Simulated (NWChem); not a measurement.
CH$_{6}$AlOSi cation; SMILES [CH3][Al+][O][SiH3]

```xyz
10

Al    -0.6704     0.4192     0.8556
C     -1.7599     1.1140     2.2542
H     -1.9475     0.3281     3.0031
H     -2.7209     1.4587     1.8399
H     -1.2474     1.9613     2.7371
O      0.2630    -0.1736    -0.3403
Si     1.2513    -0.7919    -1.6027
H      0.3832    -1.6873    -2.4060
H      2.3613    -1.5189    -0.9393
H      1.7213     0.3865    -2.3716
```
Atoms are numbered in this order, from 1.

Structure relaxed at the PBE0/def2-SVP level.

**Question.** Give the principal values of the shielding tensors (ppm) of Al1, C2, O6, Si7 from Hartree-Fock/6-31G* (spherical d), GIAO (NWChem), with their diamagnetic and paramagnetic parts as GIAO splits them.

**Answer.** 
```tsv
atom	σ11	σ22	σ33	isotropic	diamagnetic	paramagnetic
Al1	368.3	368.3	789.7	508.8	792.4	-283.6
C2	212.8	212.8	216.9	214.1	250.5	-36.4
O6	243.9	243.9	383.0	290.3	396.8	-106.5
Si7	434.1	434.3	497.1	455.1	876.7	-421.6
```
